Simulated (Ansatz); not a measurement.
Isolated molecules relaxed with PBE0-D4/def2-TZVP in Ansatz; ΔE leaves out vibrations. CBS: MP2 limit from def2 TZ/QZ plus the TZ coupled-cluster correction, frozen cores. DFT in def2-TZVPP. B3LYP here is the variant with VWN-RPA as its local correlation; programs differ in this. def2 core potentials past Kr. For Sn outer-core shells are correlated without core-valence functions, which leaves a few kJ/mol of doubt a bond. Each species was taken in one conformer, which may not be the lowest.

`C[CH2][Sn][CH3]` → `C=C[CH2][SnH3]`  (isomerisation)

`C[CH2][Sn][CH3]`:

Cartesian coordinates in Å:
```
C 0.279 -1.250 0.639
C -0.154 -0.002 1.390
Sn -1.026 1.673 0.254
C -0.153 1.113 -1.674
H 1.019 -1.023 -0.132
H 0.723 -1.998 1.305
H -0.564 -1.733 0.136
H -0.860 -0.244 2.192
H 0.705 0.458 1.902
H -0.484 0.110 -1.959
H 0.938 1.080 -1.588
H -0.423 1.815 -2.464
```

`C=C[CH2][SnH3]`:

```xyz
12

C     2.039    0.512   -0.074
C     0.912    0.423    0.626
C    -0.056   -0.695    0.563
Sn   -1.793   -0.126   -0.596
H     2.350   -0.277   -0.751
H     2.686    1.377    0.008
H     0.647    1.246    1.288
H    -0.421   -0.976    1.554
H     0.373   -1.580    0.089
H    -1.313    0.113   -2.217
H    -2.435    1.329    0.030
H    -2.988   -1.348   -0.521
```

```json
{"level": "ωB97X-V", "ΔE (kJ/mol)": "76.5"}
{"level": "ωB97M-V", "ΔE (kJ/mol)": "80.6"}
{"level": "B3LYP", "ΔE (kJ/mol)": "86.8"}
{"level": "HF/def2-QZVPP", "ΔE (kJ/mol)": "64.2"}
```

Problem. What does CCSD(T)/CBS give? (An estimate is asked.)

Solution. The calculation gave: +83.2 kJ/mol. The listed levels differ from it by -6.7, -2.6, 3.6, -19.0 kJ/mol.

Largest T1 diagnostic among the species: 0.013.

From PBE to PBE0 (25 % exact exchange), in def2-TZVPP and without D4, ΔE moves by −3.0 kJ/mol. Leaving LDA and LC-ωPBE aside and taking each functional with its dispersion term where it has one, the values, not all of them listed here, spread over 37.2 kJ/mol, from B97M-V to revPBE-D4. LDA lies −11.9 kJ/mol from PBE without D4.
